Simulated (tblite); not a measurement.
Compound: C7H14P2.
Bonds: C1–C2, C2–C3 (double), C3–P4, P4–P5, P5–C6, P5–C7, P4–C8, C8–C9, C2–C9. Hydrogens: H10, H11, H12 on C1; H13 on C3; H14, H15, H16 on C6; H17, H18, H19 on C7; H20, H21 on C8; H22, H23 on C9.

Computed with GFN2-xTB (tblite), gas phase: L-BFGS steps from a force-field or distance-geometry start until the largest atomic force falls under 0.01 eV/Å.

Step 8: E = -739.0249 eV
```
atom  x, y, z in Å  |  force x, y, z in eV/Å
C1     -3.0582   -1.3743   -0.3921    0.031   0.018   0.006
C2     -1.8764   -0.4715   -0.5155    0.030   0.000  -0.024
C3     -0.7760   -0.7204   -1.2210    0.002  -0.032  -0.055
P4      0.4940    0.5732   -1.1510    0.010  -0.002   0.071
P5      1.5391   -0.1151    0.6801   -0.055   0.014  -0.041
C6      2.7913    1.2574    0.7526   -0.028  -0.014  -0.015
C7      2.5968   -1.4015   -0.1398   -0.026   0.024  -0.005
C8     -0.7405    1.6886   -0.3022   -0.021   0.036   0.039
C9     -1.8639    0.8145    0.2584    0.012  -0.012   0.007
H10    -3.9644   -0.8631   -0.7159    0.001   0.002  -0.015
H11    -2.9294   -2.2768   -0.9845    0.005   0.020  -0.002
H12    -3.1913   -1.6547    0.6527   -0.022  -0.015   0.001
H13    -0.6497   -1.5926   -1.8416    0.071  -0.059   0.019
H14     2.2982    2.1794    1.0558   -0.008  -0.004  -0.024
H15     3.2808    1.4074   -0.2080   -0.023  -0.005  -0.021
H16     3.5391    1.0125    1.5045    0.005  -0.043   0.008
H17     3.0957   -1.0021   -1.0217   -0.006   0.002   0.005
H18     1.9675   -2.2410   -0.4290   -0.009  -0.007  -0.008
H19     3.3404   -1.7586    0.5712    0.000   0.029   0.006
H20    -0.2621    2.2915    0.4699    0.033   0.017   0.021
H21    -1.1306    2.3741   -1.0594   -0.010  -0.002  -0.038
H22    -2.8298    1.3205    0.1914    0.009   0.003   0.040
H23    -1.6753    0.5798    1.3105   -0.004   0.028   0.024
```

Step 9: E = -739.0260 eV
```
atom  x, y, z in Å  |  force x, y, z in eV/Å
C1     -3.0582   -1.3738   -0.3917    0.051   0.024  -0.004
C2     -1.8757   -0.4709   -0.5167    0.032  -0.012   0.003
C3     -0.7742   -0.7209   -1.2211   -0.028  -0.029  -0.046
P4      0.4938    0.5746   -1.1502    0.008  -0.009   0.076
P5      1.5374   -0.1152    0.6807   -0.037   0.017  -0.062
C6      2.7907    1.2570    0.7518   -0.056  -0.035  -0.019
C7      2.5959   -1.4011   -0.1403   -0.040   0.046   0.005
C8     -0.7418    1.6899   -0.3011    0.016   0.013   0.021
C9     -1.8640    0.8149    0.2596    0.016  -0.028  -0.011
H10    -3.9641   -0.8628   -0.7165    0.000   0.004  -0.012
H11    -2.9283   -2.2754   -0.9849    0.000   0.011   0.000
H12    -3.1924   -1.6552    0.6531   -0.014  -0.007  -0.012
H13    -0.6448   -1.5943   -1.8410    0.057  -0.030   0.037
H14     2.2978    2.1785    1.0545   -0.012   0.014  -0.012
H15     3.2795    1.4070   -0.2086   -0.015  -0.008  -0.034
H16     3.5371    1.0098    1.5032    0.029  -0.038   0.026
H17     3.0954   -1.0020   -1.0216   -0.006   0.010  -0.004
H18     1.9675   -2.2405   -0.4292   -0.018  -0.023  -0.012
H19     3.3390   -1.7561    0.5712    0.016   0.015   0.019
H20    -0.2598    2.2908    0.4706    0.012   0.028   0.010
H21    -1.1297    2.3726   -1.0620   -0.018   0.010  -0.013
H22    -2.8305    1.3199    0.1935    0.008   0.004   0.036
H23    -1.6753    0.5803    1.3121   -0.002   0.022   0.008
```

Step 10: E = -739.0271 eV
```
atom  x, y, z in Å  |  force x, y, z in eV/Å
C1     -3.0575   -1.3728   -0.3913    0.047   0.018  -0.013
C2     -1.8743   -0.4705   -0.5178    0.026  -0.022   0.030
C3     -0.7724   -0.7218   -1.2219   -0.039  -0.013  -0.023
P4      0.4938    0.5759   -1.1481    0.000  -0.009   0.042
P5      1.5347   -0.1150    0.6803   -0.015   0.009  -0.047
C6      2.7894    1.2559    0.7506   -0.057  -0.039  -0.015
C7      2.5943   -1.4001   -0.1408   -0.039   0.042   0.010
C8     -0.7431    1.6915   -0.2997    0.045  -0.010  -0.002
C9     -1.8639    0.8150    0.2608    0.020  -0.027  -0.021
H10    -3.9636   -0.8623   -0.7173    0.008   0.006  -0.007
H11    -2.9270   -2.2736   -0.9854   -0.003   0.000   0.000
H12    -3.1937   -1.6557    0.6533   -0.002   0.005  -0.026
H13    -0.6382   -1.5968   -1.8397    0.038  -0.005   0.049
H14     2.2971    2.1778    1.0528   -0.010   0.020  -0.002
H15     3.2776    1.4063   -0.2099   -0.012  -0.014  -0.032
H16     3.5350    1.0062    1.5021    0.028  -0.026   0.021
H17     3.0948   -1.0017   -1.0217   -0.011   0.017  -0.009
H18     1.9671   -2.2403   -0.4295   -0.018  -0.026  -0.011
H19     3.3376   -1.7529    0.5714    0.015   0.009   0.022
H20    -0.2571    2.2904    0.4715   -0.015   0.038  -0.005
H21    -1.1290    2.3711   -1.0651   -0.020   0.015   0.023
H22    -2.8310    1.3192    0.1966    0.009   0.001   0.026
H23    -1.6754    0.5813    1.3140    0.003   0.012  -0.010
```

Step 11: E = -739.0278 eV
```
atom  x, y, z in Å  |  force x, y, z in eV/Å
C1     -3.0564   -1.3719   -0.3913    0.024   0.004  -0.017
C2     -1.8730   -0.4706   -0.5179    0.016  -0.021   0.039
C3     -0.7716   -0.7224   -1.2226   -0.024   0.005  -0.001
P4      0.4937    0.5765   -1.1459   -0.005  -0.005  -0.007
P5      1.5324   -0.1147    0.6793   -0.003  -0.004  -0.011
C6      2.7877    1.2546    0.7497   -0.033  -0.024  -0.006
C7      2.5926   -1.3988   -0.1410   -0.023   0.018   0.007
C8     -0.7432    1.6925   -0.2988    0.046  -0.018  -0.014
C9     -1.8636    0.8147    0.2614    0.021  -0.012  -0.016
H10    -3.9629   -0.8619   -0.7180    0.017   0.008  -0.005
H11    -2.9261   -2.2722   -0.9858   -0.002  -0.008  -0.003
H12    -3.1947   -1.6559    0.6529    0.006   0.011  -0.029
H13    -0.6328   -1.5986   -1.8379    0.022   0.002   0.048
H14     2.2965    2.1775    1.0515   -0.003   0.011   0.002
H15     3.2760    1.4055   -0.2113   -0.016  -0.020  -0.019
H16     3.5338    1.0031    1.5014    0.008  -0.014   0.001
H17     3.0942   -1.0012   -1.0218   -0.018   0.018  -0.005
H18     1.9666   -2.2405   -0.4299   -0.009  -0.016  -0.005
H19     3.3367   -1.7504    0.5719    0.000   0.011   0.013
H20    -0.2554    2.2908    0.4720   -0.032   0.041  -0.013
H21    -1.1287    2.3703   -1.0668   -0.016   0.013   0.045
H22    -2.8312    1.3186    0.1993    0.014  -0.003   0.014
H23    -1.6753    0.5821    1.3150    0.010   0.002  -0.017
```

Q: Estimate the geometry and energy of step 12. (The exact step hangs on the optimiser's Hessian estimate; all steps are aligned on step 11, rigid shifts and turns removed.)

A: E = -739.0283 eV, largest force 0.054 eV/Å
```
atom  x, y, z in Å  |  force x, y, z in eV/Å
C1     -3.0554   -1.3712   -0.3916    0.000  -0.009  -0.015
C2     -1.8718   -0.4711   -0.5172    0.007  -0.013   0.031
C3     -0.7714   -0.7226   -1.2231    0.000   0.017   0.013
P4      0.4936    0.5767   -1.1446   -0.003  -0.001  -0.044
P5      1.5306   -0.1146    0.6784   -0.003  -0.012   0.019
C6      2.7861    1.2534    0.7489   -0.004  -0.005   0.001
C7      2.5912   -1.3978   -0.1410   -0.006  -0.008   0.000
C8     -0.7426    1.6927   -0.2985    0.027  -0.014  -0.015
C9     -1.8629    0.8144    0.2615    0.019   0.003  -0.004
H10    -3.9621   -0.8615   -0.7185    0.023   0.011  -0.006
H11    -2.9255   -2.2715   -0.9861    0.000  -0.013  -0.006
H12    -3.1952   -1.6558    0.6521    0.009   0.010  -0.022
H13    -0.6288   -1.5997   -1.8358    0.011  -0.002   0.040
H14     2.2960    2.1774    1.0507    0.003  -0.003   0.002
H15     3.2746    1.4045   -0.2126   -0.022  -0.024  -0.004
H16     3.5331    1.0008    1.5009   -0.013  -0.004  -0.020
H17     3.0934   -1.0005   -1.0220   -0.023   0.016   0.001
H18     1.9662   -2.2408   -0.4302    0.000  -0.003   0.001
H19     3.3360   -1.7486    0.5725   -0.014   0.015   0.001
H20    -0.2549    2.2918    0.4721   -0.036   0.038  -0.015
H21    -1.1288    2.3699   -1.0670   -0.011   0.011   0.051
H22    -2.8310    1.3181    0.2013    0.020  -0.006   0.003
H23    -1.6751    0.5827    1.3153    0.017  -0.004  -0.015
```

The energy changes by -0.0005 eV. The first-order estimate −F·Δx gives -0.0007 eV and the mean of the old and new forces, exact on a quadratic surface, -0.0005 eV. The step makes an angle of 57° with the force vector and moves no atom by more than 0.005 Å.

What follows is the cost of the whole relaxation. On Arm Neoverse V2, one thread, shared host, this took 0.71 s of wall time.
